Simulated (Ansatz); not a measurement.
The same molecule with X = N, As, Sb. Ansatz, PBE0-D4/def2-TZVP geometries, multiplicity 1.

Elements past krypton have def2 core potentials. Scalar relativity is left out up to krypton.

```json
{"X": "N", "molecule": "`[NH]1[AlH][SiH2]1`", "mean X–Al bond length / Å": "1.773", "mean X–H bond length / Å": "1.008", "mean X–Si bond length / Å": "1.763", "HOMO energy (B3LYP/def2-TZVPP) / eV": "-6.31", "HOMO energy (ωB97M-V/def2-TZVPP) / eV": "-8.43", "HOMO energy (PBE0/def2-TZVPP) / eV": "-6.49"}
{"X": "Sb", "molecule": "`[AlH]1[SiH2][SbH]1`", "mean X–Al bond length / Å": "2.590", "mean X–H bond length / Å": "1.803", "mean X–Si bond length / Å": "2.630", "HOMO energy (B3LYP/def2-TZVPP) / eV": "-5.84", "HOMO energy (ωB97M-V/def2-TZVPP) / eV": "-7.86", "HOMO energy (PBE0/def2-TZVPP) / eV": "-6.05"}
```

**Question.** Give the row for X = As, `[AlH]1[SiH2][AsH]1`. (Best estimate.)

**Answer.** Computed: 
```tsv
X	molecule	mean X–Al bond length / Å	mean X–H bond length / Å	mean X–Si bond length / Å	HOMO energy (B3LYP/def2-TZVPP) / eV	HOMO energy (ωB97M-V/def2-TZVPP) / eV	HOMO energy (PBE0/def2-TZVPP) / eV
As	`[AlH]1[SiH2][AsH]1`	2.405	1.571	2.440	-5.90	-7.95	-6.11
```

From N to Sb the mean X–Al bond length rises at each step, by 0.817 Å in all; the mean X–H bond length rises at each step, by 0.795 Å in all; the mean X–Si bond length rises at each step, by 0.867 Å in all; the HOMO energy (B3LYP/def2-TZVPP) rises at each step, by 0.47 eV in all; the HOMO energy (ωB97M-V/def2-TZVPP) rises at each step, by 0.57 eV in all; the HOMO energy (PBE0/def2-TZVPP) rises at each step, by 0.44 eV in all. Bonds lengthen as the atom grows down the group.

B3LYP here is the variant with VWN-RPA as its local correlation; programs differ in this.

Spin–orbit coupling is left out; it splits and shifts lone-pair levels of the heavy atoms by tenths of an eV.
